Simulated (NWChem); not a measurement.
Molecule: CH3AlCl2O; SMILES [Cl][Al]([O]C)[Cl]

```xyz
8

Al     0.0455     0.1260     0.0014
Cl     0.6698     2.1103    -0.0009
Cl    -1.9937    -0.3233    -0.0001
O      1.2043    -1.0812     0.0046
C      1.3469    -2.4650    -0.0034
H      1.8923    -2.7892    -0.9061
H      1.9299    -2.7945     0.8734
H      0.3768    -2.9934     0.0155
```
Atoms are numbered in this order, from 1.

All runs: NWChem. All runs use the structure optimised with PBE0/def2-SVP. Ions are spin-unrestricted doublets at the neutral geometry; other ion states weren't tried.

Question: Estimate the computed values for PBE0/def2-SVP. Quantities: −ε(HOMO) (eV).

Answer: 
| Item | Result |
|---|---|
| −ε(HOMO) (eV) | 8.51 |
